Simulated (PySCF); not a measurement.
# AsN at M06-L

Level: M06-L. As def2-TZVPPD, N def2-TZVPPD; no relativity (PySCF 2.14).

For AsN, the state is ¹Σ⁺ (singlet), closed shell. The bond length is 1.615 Å, the harmonic wavenumber is 1130 cm⁻¹ and the force constant is 8.87 mdyn/Å. The rotational constant Be is 0.5479 cm⁻¹. The anharmonicity ωexe is 4.25 cm⁻¹, the vibration–rotation constant αe is 0.00303 cm⁻¹ and the well depth De to As + N is 5.12 eV. The dissociation energy D0 is 5.05 eV. The HOMO–LUMO gap is 4.34 eV. The bond order (Mayer) is 2.65. The dipole moment (positive dipole means As(−)N(+)) is -3.05 D.
